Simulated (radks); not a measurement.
The numbers below are computed, except where a source is named.
Valence configurations of Sb (all share [Kr]). Code: a radial shooting solver on a logarithmic mesh with Libxc functionals. Model: Dirac Kohn-Sham, PBE, spin-unpolarised, spherical densities, point nucleus; open shells fill j = l - 1/2 first. Energies are relative to 4d10 5s2 5p3; eigenvalues in eV.

4d10 5s2 5p3: E (eV) 0.000; e(4d3/2) -33.961; e(4d5/2) -32.719; e(5p1/2) -5.116; e(5p3/2) -4.516; e(5s1/2) -12.652
4d9 5s2 5p4: E (eV) 30.666; e(4d3/2) -40.022; e(4d5/2) -38.719; e(5p1/2) -6.323; e(5p3/2) -5.588; e(5s1/2) -14.582
4d8 5s2 5p5: E (eV) 66.266; e(4d3/2) -46.062; e(4d5/2) -44.698; e(5p1/2) -7.494; e(5p3/2) -6.627; e(5s1/2) -16.419
4d10 5p5: E (eV) 16.754; e(4d3/2) -36.859; e(4d5/2) -35.607; e(5p1/2) -6.373; e(5p3/2) -5.693
4d7 5s2 5p6: E (eV) 106.81; e(4d3/2) -52.095; e(4d5/2) -50.670; e(5p1/2) -8.643; e(5p3/2) -7.645; e(5s1/2) -18.187
4d8 5s1 5p6: E (eV) 76.152; e(4d3/2) -47.357; e(4d5/2) -45.988; e(5p1/2) -8.058; e(5p3/2) -7.156; e(5s1/2) -17.134
4d10 5s1 5p4: E (eV) 8.260; e(4d3/2) -35.451; e(4d5/2) -34.203; e(5p1/2) -5.769; e(5p3/2) -5.127; e(5s1/2) -13.508
4d9.5 5s2 5p3.5: E (eV) 14.717; e(4d3/2) -36.996; e(4d5/2) -35.723; e(5p1/2) -5.725; e(5p3/2) -5.057; e(5s1/2) -13.630
4d8.5 5s2 5p4.5: E (eV) 47.849; e(4d3/2) -43.044; e(4d5/2) -41.710; e(5p1/2) -6.912; e(5p3/2) -6.111; e(5s1/2) -15.510
4d9.5 5s1 5p4.5: E (eV) 23.406; e(4d3/2) -38.426; e(4d5/2) -37.148; e(5p1/2) -6.350; e(5p3/2) -5.643; e(5s1/2) -14.443

NIST lists [Kr] 4d10 5s2 5p3 as the ground configuration; this level of theory agrees among the configurations tried. The energies are those of spherical spin-averaged densities, not of single terms.
